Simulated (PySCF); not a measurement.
# Computed records: CH3AlBN

All values are calculated (PySCF 2.14.0). Calculation on a computer-drawn molecule: the log of a Hartree-Fock and frozen-core CCSD(T) single point meant for a local Hartree-Fock minimum, with one planted fault or none, to be diagnosed. Offsets are logged minus clean, where the clean run is the same molecule without the fault. The reference is restricted for singlets and unrestricted otherwise, and also for a bond in bohr or an excited solution. Adding or removing an electron swaps singlet and doublet. The excited solution moves the top pair (singlet) or top alpha electron (doublet) to the lowest empty orbital. Highest occupied and lowest empty are orbital energies over both spins, largest force is the largest gradient component, triples share is (T) over the correlation energy, the T1 limit is 0.02 restricted and 0.045 unrestricted, electrons count all cores, a negative frequency is imaginary (commonest isotopes), and the dipole is about the centre of nuclear charge.

```yaml
- formula: CH3AlBN
  logged_structure:
    atoms_angstrom:
      - ["N", -1.0084, 0.4641, -0.9876]
      - [C, -0.2969, -0.4039, -0.1536]
      - [B, -0.6528, -1.4311, 0.7551]
      - [Al, -0.9601, -3.0057, 2.2333]
      - [H, -0.5351, 0.6532, -1.8515]
      - [H, -1.9414, 0.1551, -1.1837]
      - [H, 0.7793, -0.2119, -0.1435]
  given:
    meant_charge: 0
    meant_multiplicity: 1
    meant_basis: "cc-pV(D+d)Z"
    logged_electrons: 34
    logged_basis_functions: 80
    logged_SCF_converged: "yes"
    logged_spin_squared: 2.2855
    "logged_highest_occupied [eV]": -6.713
    "logged_lowest_empty [eV]": 0.78744
    "logged_largest_force [hartree/bohr]": 0.065267
    logged_T1_diagnostic: 0.054347
    logged_D1_diagnostic: 0.21814
    logged_triples_share: 0.033079
    logged_CC_converged: "yes"
    "logged_dipole_magnitude [debye]": 4.2706
    logged_SCF_stable_within_its_kind: "yes"
    "logged_energy_HF [hartree]": -360.55142
    "logged_energy_CCSD(T) [hartree]": -361.00578
    possible_faults: "no fault, one electron removed, one electron added, multiplicity raised by two, geometry at a saddle point, SCF held on an excited solution, minimal basis STO-3G, one bond length entered in bohr, all coordinates scaled"
    drawn_bonds_atom: [1, 2, 3, 1, 1, 2]
    drawn_bonds_other_atom: [2, 3, 4, 5, 6, 7]
    drawn_bonds_order: [1, 2, 1, 1, 1, 1]
  results: {}
  notes: ["T1 above single-reference limit"]
```

## Withheld values
1. CH3AlBN: planted fault?

Answers
1. multiplicity raised by two

Further results for CH3AlBN:

```
HF energy offset from clean run      : 8.183 kcal/mol
CCSD(T) energy offset from clean run : 22.65 kcal/mol
```
